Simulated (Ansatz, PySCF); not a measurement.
Here is a job for PySCF.
```python
from pyscf import gto, scf, dft

mol = gto.Mole()
mol.atom = '''
    C    -0.04995486   -1.07906447    0.56123814
    C    -1.15502101   -0.30673478    0.23174145
    C    -0.71018762    0.82084237   -0.47439752
    N     0.73369944    0.83310904   -0.50790060
    C     1.09703458   -0.44222352    0.06446047
    H    -0.06038837   -2.05008844    1.04625134
    H    -2.19607247   -0.55746084    0.40945613
    H    -1.23666393    1.76188197   -0.60695401
    H     1.14387859    1.64255790    0.01376257
    H     2.12212363   -0.58557148    0.39453298
'''
mol.basis = 'cc-pvdz'
mol.charge = -1
mol.spin = 1
mol.verbose = 4
mol.build()

mf = dft.UKS(mol)
mf.xc = 'wb97x'
mf.grids.atom_grid = (99, 590)
mf.grids.prune = None
mf.kernel()
```

Give the equivalent Ansatz (a program for electronic structure) input.

This is not unique; one that fits is 
Ansatz 0.2 input:
```yaml
crystal:
  periodic: [false, false, false]
  atoms:
    - {symbol: C, position_ang: [-0.04995486, -1.07906447, 0.56123814]}
    - {symbol: C, position_ang: [-1.15502101, -0.30673478, 0.23174145]}
    - {symbol: C, position_ang: [-0.71018762, 0.82084237, -0.47439752]}
    - {symbol: N, position_ang: [0.73369944, 0.83310904, -0.50790060]}
    - {symbol: C, position_ang: [1.09703458, -0.44222352, 0.06446047]}
    - {symbol: H, position_ang: [-0.06038837, -2.05008844, 1.04625134]}
    - {symbol: H, position_ang: [-2.19607247, -0.55746084, 0.40945613]}
    - {symbol: H, position_ang: [-1.23666393, 1.76188197, -0.60695401]}
    - {symbol: H, position_ang: [1.14387859, 1.64255790, 0.01376257]}
    - {symbol: H, position_ang: [2.12212363, -0.58557148, 0.39453298]}
basis:
  gaussian:
    orbitals: cc-pVDZ
hamiltonian:
  xc: {name: wB97X}
total_charge: -1
magnetization: {spin_polarized: true, initial_magnetization: 1}
accuracy: high
```

Both were run: PySCF gave -210.023751 Eh and Ansatz -210.023749 Eh, 0.001 mEh apart.
